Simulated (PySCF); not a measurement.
These compounds are isomers of formula C₅H₁₀F₂O₂.

A. SMILES COC(F)(OC)[C@H](C)F
B. SMILES CCOCC(F)(F)OC
C. `InChI=1S/C5H10F2O2/c1-3-9-5(6,7)4-8-2/h3-4H2,1-2H3`

Spectrum 1. $^{1}$H NMR (500 MHz, computed): δ 4.33 (q, 2H), 3.88 (m, 2H), 3.51 (s, 3H), 1.49 (t, 3H). $^{13}$C{$^{1}$H} NMR (computed): δ 131.7 (C), 77.7 (CH2), 64.5 (CH2), 60.5 (CH3), 19.6 (CH3).

Spectrum 2. $^{1}$H NMR (500 MHz, computed): δ 4.94 (m, 1H), 3.85 (s, 3H), 3.74 (s, 3H), 1.54 (m, 3H). $^{13}$C{$^{1}$H} NMR (computed): δ 127.6 (C), 90.5 (CH), 54.2 (CH3), 51.8 (CH3), 17.7 (CH3).

Spectrum 3. $^{1}$H NMR (500 MHz, computed): δ 3.89 (m, 2H), 3.84 (s, 3H), 3.74 (q, 2H), 1.26 (t, 3H). $^{13}$C{$^{1}$H} NMR (computed): δ 131.8 (C), 76.7 (CH2), 71.5 (CH2), 51.5 (CH3), 18.2 (CH3).

Calculated, not measured (PySCF 2.14.0 with density-fitted response routines): GFN2-xTB geometry, shielding tensors at PBE0/pcSseg-1 (GIAO). Rapidly exchanging positions averaged, one conformer, non-relativistic Hamiltonian, in vacuum.

δ = σ(ref) − σ, references computed at the same level: $^{1}$H (31.72 ppm) and $^{13}$C (186.93 ppm) vs TMS. Splittings of carbon signals by F and P are missing where no couplings were computed. Where no couplings were computed, multiplicities follow the n + 1 count of equivalent neighbours, and m marks all less simple cases (inequivalent or close neighbours, rings, F or P nearby). Shifts are as computed. Against solution values, carbons near 30 ppm lie about +3 ppm off and those near 130 ppm about +5 ppm. Of 1211 compounds with measured shifts, 218 miss one by over three times the rms of a fit or turn the order of signals round; such compounds aren't used in these exercises.

Question: Match each spectrum to its structure.

Answer: 1–C, 2–A, 3–B.

- Spectrum 1 (C): 5 $^{13}$C signals; δC 131.7 is a fully substituted sp3 carbon bonded to 2 F and O; δC 77.7 is an sp3 CH2 bonded to O.
- Spectrum 2 (A): 5 $^{13}$C signals; δC 127.6 is an sp3 carbon bearing two oxygens; δC 90.5 is an sp3 CH bonded to F.
- Spectrum 3 (B): 5 $^{13}$C signals; δC 131.8 is a fully substituted sp3 carbon bonded to 2 F and O; δC 76.7 is an sp3 CH2 bonded to O.
